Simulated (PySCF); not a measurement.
**Correlation energy of Sb⁺ (antimony, charge +1)**

[Kr] 4d10 5s1 5p2 5d1, one real determinant (an excited configuration). Computed with PySCF 2.14 in aug-cc-pVQZ-DK3 (9s8p6d3f2g, 102 functions), with the spin-free X2C one-electron Hamiltonian (Gaussian nucleus). Frozen: [Kr] 4d10; 4 electrons correlated.

MP2 pair energies summed by pair of shells (mhartree):

| pair | energy | share (%) |
| --- | --- | --- |
| 5p-5d | -7.93 | 43.7 |
| 5p-5p | -4.57 | 25.2 |
| 5s-5p | -3.22 | 17.8 |
| 5s-5d | -2.43 | 13.4 |

Total MP2 correlation energy: -18.15 mhartree.

Same-spin part -18.15 and opposite-spin part 0.00 mhartree; SCS-MP2 scales them by 1/3 and 6/5 to -6.05 mhartree.

The reference is one real determinant that mixes LS terms of this configuration.
